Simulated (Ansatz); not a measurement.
Br$_{2}$Cl$_{2}$Sn (`[Cl][Sn]([Cl])([Br])[Br]`), relaxed with RKS PBE0-D4/def2-TZVP in Ansatz 0.2.0 from a PBE-D4/def2-SVP geometry. The force threshold is 0.005 eV/Å; the program also tests the step.

Charge 0, multiplicity 1. Sn: def2 effective core potential.

Start:

```xyz
5

Cl    1.886    1.189   -0.776
Sn    0.011    0.000   -0.015
Cl   -0.494   -1.673   -1.582
Br    0.525   -1.056    2.175
Br   -1.928    1.540    0.197
```

Question: How much energy does the relaxation release, and in how many steps? (Best estimate.)

Answer: Computed: 7.12 kJ/mol, in 3 steps.

Question: Which bonds change most? (An estimate is asked.)

Answer: Computed: Cl1–Sn2 from 2.347 to 2.294 Å; Sn2–Cl3 from 2.347 to 2.294 Å; Sn2–Br5 from 2.486 to 2.439 Å; Sn2–Br4 from 2.485 to 2.439 Å.

Question: Give the relaxed structure. (Estimate.)

Answer: Computed: 
```xyz
5

Cl    1.840    1.160   -0.758
Sn    0.008   -0.003   -0.014
Cl   -0.480   -1.635   -1.551
Br    0.520   -1.037    2.134
Br   -1.890    1.514    0.189
```
